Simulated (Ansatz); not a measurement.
Ideal-gas functions of C2H5InO, SMILES `C=C[O][InH2]` at 600 K and 1 bar, from an Ansatz frequency run at PBE0-D4/def2-TZVP.

Molar mass 159.88 g/mol, point group C1 (symmetry number 1), electronic degeneracy 1, moments of inertia 35.982, 249.971, 279.921 u Å². Harmonic wavenumbers (cm⁻¹, unscaled): 101, 120, 165, 394, 467, 541, 555, 568, 730, 815, 992, 993, 1234, 1343, 1431, 1679, 1877, 1897, 3109, 3152, 3257.

Use S(trans) = R[1.5 ln M + 2.5 ln T − 1.1517]; rotational temperatures θ = 24.2544 K / I; S(rot) = R[ln(√π/σ · √(T³/θAθBθC)) + 1.5]; for each mode x = 1.438777 ν̃/T, S = R[x/(eˣ − 1) − ln(1 − e⁻ˣ)] and H = RT x/(eˣ − 1); 1 cm⁻¹ = 0.0119627 kJ/mol; R = 8.31446 J/(mol·K).

Task: By hand: the entropy, in J/(mol·K).

Result: Translation 186.7. Rotation: θ = 0.6741, 0.097, 0.0866 K, giving 118.5. Vibration, mode by mode: 20.12, 18.70, 16.08, 9.09, 7.79, 6.71, 6.53, 6.36, 4.65, 3.95, 2.83, 2.82, 1.79, 1.45, 1.23, 0.76, 0.51, 0.49, 0.04, 0.04, 0.03, in all 112.0. Electronic 0.0. Sum 417.2 J/(mol·K).

Task: By hand: H − E and G − E in kJ/mol, counted from the electronic energy.

Result: Zero-point energy ½ × 25420 × 0.0119627 = 152.0; thermal vibration 34.5; translation, rotation and pV give 4 RT = 20.0. H − E = 206.5 kJ/mol, and G − E = 206.5 − 600 × 417.2/1000 = -43.8 kJ/mol.

Vibration gives 27 % of the entropy, 38.8 J/(mol·K) of it from the modes under 150 cm⁻¹: soft modes count most, and the harmonic formula is weakest for them. The sum counts one conformer and one mirror image; others add a mixing term.
